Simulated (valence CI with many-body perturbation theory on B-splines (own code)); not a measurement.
E1 transitions of Nb XXXVII

Calculated by configuration interaction combined with many-body perturbation theory (CI+MBPT): three valence electrons over a frozen Dirac-Fock core [He], a basis of 11 s, 11 p, 10 d, 8 f, 5 g, 2 h functions for each j, with the one-electron correlation potential Σ1, the two-electron term Σ2, the three-electron term Σ3, Breit, model QED; selected CI, second order for the rest, scaled by the run's own slope (own B-spline code, finite nucleus).

The last digits are not significant, and no measured levels were compared; by estimate large intervals hold to a few tenths of a per cent, small ones and those within an open d or f shell to about a per cent.

Lines 1 to 50 of 593 in falling wavelength, among levels below 32944 × 10³ cm⁻¹, chosen from the strongest by gf and those to the six lowest levels. Wavelengths and rates use the calculated energies. Electric multipoles are in the length gauge, E1 and E2 with the static RPA response of the core. Weak lines are less certain than strong ones. Lines between different terms over intervals too small for the method are left out, as are lines whose strength nearly cancels. The highest levels of a list are the least certain.

Levels are named by their leading jj configuration (3d3/2^4 stands for four electrons in 3d with j = 3/2), which in mixed levels can hold well under half, so a name can repeat and another be missing. Letters in brackets count levels of one name in rising energy.

| λ vac (nm) | Upper | Lower | A (s⁻¹) | log gf | Branch % |
| --- | --- | --- | --- | --- | --- |
| 149.5 | (2s 2p1/2 4f7/2) J=7/2 [a] | (2s 2p1/2 4d5/2) J=5/2 [a] | 4.62e+07 | -0.91 | 0.0 |
| 144.1 | (2s 2p1/2 4f7/2) J=9/2 | (2s 2p1/2 4d5/2) J=7/2 | 5.31e+07 | -0.78 | 0.0 |
| 134.7 | (2s^2 4f7/2) J=7/2 | (2s^2 4d5/2) J=5/2 | 6.49e+07 | -0.85 | 0.0 |
| 122.1 | (2s 2p3/2 4f7/2) J=9/2 [b] | (2s 2p3/2 4d5/2) J=7/2 [b] | 8.77e+07 | -0.71 | 0.0 |
| 118.0 | (2s 2p3/2 4f5/2) J=7/2 [b] | (2s 2p3/2 4d3/2) J=5/2 [b] | 8.16e+07 | -0.87 | 0.0 |
| 117.7 | (2s 2p3/2 4f5/2) J=7/2 [a] | (2s 2p3/2 4d3/2) J=5/2 [a] | 6.80e+07 | -0.95 | 0.0 |
| 113.5 | (2s 2p3/2 4f5/2) J=9/2 | (2s 2p3/2 4d3/2) J=7/2 | 9.10e+07 | -0.75 | 0.0 |
| 110.0 | (2s^2 4f5/2) J=5/2 | (2s^2 4d3/2) J=3/2 | 1.11e+08 | -0.92 | 0.0 |
| 105.0 | (2s 2p1/2 4f5/2) J=5/2 [a] | (2s 2p1/2 4d3/2) J=3/2 [a] | 1.25e+08 | -0.91 | 0.0 |
| 101.7 | (2s 2p3/2 4f7/2) J=11/2 | (2s 2p3/2 4d5/2) J=9/2 | 1.52e+08 | -0.55 | 0.0 |
| 101.2 | (2s 2p1/2 4f5/2) J=7/2 | (2s 2p1/2 4d3/2) J=5/2 | 1.30e+08 | -0.80 | 0.0 |
| 83.34 | (2s 2p3/2 4d5/2) J=9/2 | (2s 2p3/2 4p3/2) J=7/2 | 4.28e+08 | -0.35 | 0.0 |
| 79.75 | (2s 2p1/2 4d5/2) J=5/2 [a] | (2s 2p1/2 4p3/2) J=3/2 [a] | 3.51e+08 | -0.70 | 0.0 |
| 79.47 | (2s 2p1/2 4d5/2) J=7/2 | (2s 2p1/2 4p3/2) J=5/2 | 4.95e+08 | -0.43 | 0.0 |
| 78.76 | (2p1/2^2 4d5/2) J=5/2 | (2p1/2^2 4p3/2) J=3/2 | 4.63e+08 | -0.59 | 0.0 |
| 77.68 | (2s 2p3/2 4d5/2) J=7/2 [b] | (2s 2p3/2 4p3/2) J=5/2 [b] | 5.13e+08 | -0.43 | 0.0 |
| 77.52 | (2s 2p3/2 4d5/2) J=5/2 [b] | (2s 2p3/2 4p3/2) J=3/2 [b] | 4.51e+08 | -0.61 | 0.0 |
| 74.85 | (2s^2 4d5/2) J=5/2 | (2s^2 4p3/2) J=3/2 | 5.83e+08 | -0.53 | 0.0 |
| 74.81 | (2s 2p3/2 4d5/2) J=3/2 [b] | (2s 2p3/2 4p3/2) J=1/2 [b] | 4.00e+08 | -0.87 | 0.0 |
| 72.33 | (2s 2p3/2 4p1/2) J=3/2 [a] | (2s 2p3/2 4s) J=5/2 | 4.87e+08 | -0.82 | 0.0 |
| 71.77 | (2s 2p1/2 4d5/2) J=5/2 [b] | (2s 2p1/2 4p3/2) J=3/2 [b] | 5.96e+08 | -0.56 | 0.0 |
| 70.73 | (2s 2p3/2 4d5/2) J=7/2 [a] | (2s 2p3/2 4p3/2) J=5/2 [a] | 5.63e+08 | -0.47 | 0.0 |
| 70.03 | (2s 2p3/2 4d5/2) J=5/2 [a] | (2s 2p3/2 4p3/2) J=3/2 [a] | 4.33e+08 | -0.72 | 0.0 |
| 68.69 | (2s 2p1/2 4d5/2) J=3/2 | (2s 2p1/2 4p3/2) J=1/2 | 6.05e+08 | -0.77 | 0.0 |
| 68.62 | (2s 2p3/2 4p1/2) J=5/2 | (2s 2p3/2 4s) J=5/2 | 4.46e+08 | -0.72 | 0.0 |
| 64.20 | (2s 2p3/2 4d5/2) J=3/2 [a] | (2s 2p3/2 4p3/2) J=3/2 [a] | 4.43e+08 | -0.96 | 0.0 |
| 53.99 | (2s 2p1/2 4d3/2) J=3/2 [b] | (2s 2p1/2 4p1/2) J=1/2 [b] | 6.40e+08 | -0.95 | 0.0 |
| 52.23 | (2s 2p3/2 4d3/2) J=5/2 [a] | (2s 2p3/2 4p1/2) J=5/2 | 7.89e+08 | -0.71 | 0.0 |
| 51.34 | (2s 2p3/2 4d3/2) J=7/2 | (2s 2p3/2 4p1/2) J=5/2 | 1.16e+09 | -0.44 | 0.0 |
| 50.27 | (2s 2p3/2 4d3/2) J=5/2 [a] | (2s 2p3/2 4p1/2) J=3/2 [a] | 7.87e+08 | -0.75 | 0.0 |
| 49.74 | (2s 2p3/2 4p3/2) J=3/2 [a] | (2s 2p3/2 4s) J=3/2 [a] | 1.47e+09 | -0.66 | 0.0 |
| 49.58 | (2s 2p3/2 4d3/2) J=3/2 [b] | (2s 2p3/2 4p1/2) J=1/2 | 9.66e+08 | -0.85 | 0.0 |
| 49.10 | (2s 2p1/2 4d3/2) J=3/2 [a] | (2s 2p1/2 4p1/2) J=1/2 [a] | 1.71e+09 | -0.61 | 0.0 |
| 48.80 | (2s 2p3/2 4d3/2) J=5/2 [b] | (2s 2p3/2 4p1/2) J=3/2 [b] | 1.43e+09 | -0.51 | 0.0 |
| 48.61 | (2s 2p3/2 4d3/2) J=3/2 [a] | (2s 2p3/2 4p1/2) J=3/2 [a] | 1.35e+09 | -0.72 | 0.0 |
| 48.56 | (2p1/2^2 4d3/2) J=3/2 | (2p1/2^2 4p1/2) J=1/2 | 1.49e+09 | -0.68 | 0.0 |
| 48.35 | (2s^2 4d3/2) J=3/2 | (2s^2 4p1/2) J=1/2 | 1.79e+09 | -0.60 | 0.0 |
| 48.03 | (2s 2p1/2 4d3/2) J=5/2 | (2s 2p1/2 4p1/2) J=3/2 | 1.21e+09 | -0.60 | 0.0 |
| 47.81 | (2s 2p3/2 4d3/2) J=1/2 [a] | (2s 2p3/2 4p1/2) J=3/2 [a] | 1.79e+09 | -0.91 | 0.0 |
| 47.77 | (2s 2p1/2 4p3/2) J=1/2 | (2s 2p1/2 4s) J=1/2 [b] | 2.01e+09 | -0.86 | 0.0 |
| 46.13 | (2s 2p3/2 4p3/2) J=5/2 [b] | (2s 2p3/2 4s) J=3/2 [b] | 1.89e+09 | -0.44 | 0.0 |
| 45.82 | (2s 2p1/2 4p3/2) J=3/2 [b] | (2s 2p1/2 4s) J=1/2 [b] | 1.58e+09 | -0.70 | 0.0 |
| 45.30 | (2s 2p3/2 4d3/2) J=1/2 [b] | (2s 2p3/2 4p1/2) J=1/2 | 1.83e+09 | -0.95 | 0.0 |
| 44.84 | (2s 2p3/2 4p3/2) J=7/2 | (2s 2p3/2 4s) J=5/2 | 2.71e+09 | -0.18 | 0.0 |
| 44.46 | (2s 2p3/2 4p3/2) J=5/2 [a] | (2s 2p3/2 4s) J=3/2 [a] | 1.64e+09 | -0.53 | 0.0 |
| 43.50 | (2p1/2^2 4p3/2) J=3/2 | (2p1/2^2 4s) J=1/2 | 3.10e+09 | -0.45 | 0.0 |
| 43.03 | (2s 2p3/2 4p3/2) J=3/2 [b] | (2s 2p3/2 4s) J=3/2 [b] | 1.15e+09 | -0.89 | 0.0 |
| 42.60 | (2s^2 4p3/2) J=3/2 | (2s^2 4s) J=1/2 | 3.12e+09 | -0.47 | 0.0 |
| 42.00 | (2s 2p1/2 4p3/2) J=5/2 | (2s 2p1/2 4s) J=3/2 | 3.38e+09 | -0.27 | 0.0 |
| 41.95 | (2s 2p1/2 4p3/2) J=3/2 [a] | (2s 2p1/2 4s) J=1/2 [a] | 2.61e+09 | -0.56 | 0.0 |
